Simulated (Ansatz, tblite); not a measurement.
Cost and result up the ladder for AlSi3⁺ (4 atoms). Total charge 1; singlet. Geometry: PBE0-D4/def2-TZVP.

Cartesian coordinates in Å:
```
Al 1.330 0.862 -1.030
Si 0.929 -0.976 0.496
Si -1.243 -0.805 0.963
Si -1.016 0.920 -0.428
```

Ansatz on 4 threads of Arm Neoverse V1 on a shared host; xTB runs through tblite on one thread. Times are rough, summed over both states, and most runs start from the orbitals of an earlier one. B2PLYP/def2-TZVP serves as the yardstick here, not as an exact answer. The other state is a triplet at its own geometry, which has other bonds, so the gap mixes isomer and spin.

The xTB rows come from tblite. Correlated methods freeze 20 core orbitals. The structure comes from a short search, and lower isomers may exist.

Run but left out: HF/STO-3G (singlet: restricted singlet, unstable in another Hartree–Fock run and untested here); HF/def2-TZVP, HF/def2-TZVPP (singlet: restricted singlet, unstable towards broken spin symmetry).

Correlated methods converge slowly with the basis.

xTB has no spin-polarisation term.

```
                             level  functions  triplet − singlet (eV)  difference from B2PLYP/def2-TZVP (eV)                                                        remarks
                 RPA@PBE/def2-TZVP        148                    0.82                                  -0.08                                                              –
r2SCANh-D4/def2-TZVP (with forces)        148                    0.48                                  -0.42                                                              –
                          GFN2-xTB         36                    0.44                                  -0.46                                                              –
                          GFN1-xTB         36                    0.70                                  -0.20                                                              –
               r2SCAN-D4/def2-TZVP        148                    0.56                                  -0.35                                                              –
                 PBE0-D4/def2-TZVP        148                    0.54                                  -0.36                                                              –
                BHLYP-D4/def2-TZVP        148                    0.42                                  -0.48                                                              –
                  B2PLYP/def2-TZVP        148                    0.90                                   0.00                                                              –
                CCSD(T)/def2-TZVPP        168                    0.88                                  -0.02  large T1 (0.030) (singlet), restricted SCF unstable (singlet)
                     MP2/def2-TZVP        148                    1.31                                   0.40                              restricted SCF unstable (singlet)
              r2SCAN0-D4/def2-TZVP        148                    0.36                                  -0.54                                                              –
                  PBE-D4/def2-TZVP        148                    0.78                                  -0.12                                                              –
                 BLYP-D4/def2-TZVP        148                    0.90                                  -0.01                                                              –
```

Problem. Estimate how long each takes.

Solution. GFN1-xTB 0.009 s; GFN2-xTB 0.017 s; PBE-D4/def2-TZVP 3.6 s; MP2/def2-TZVP 3.8 s; BLYP-D4/def2-TZVP 4.2 s; RPA@PBE/def2-TZVP 6 s; PBE0-D4/def2-TZVP 7.1 s; B2PLYP/def2-TZVP 9.7 s; BHLYP-D4/def2-TZVP 9.8 s; r2SCAN-D4/def2-TZVP 10 s; r2SCANh-D4/def2-TZVP (with forces) 12 s; CCSD(T)/def2-TZVPP 20 s; r2SCAN0-D4/def2-TZVP 21 s. On shared hardware such times vary by a factor of up to 3.
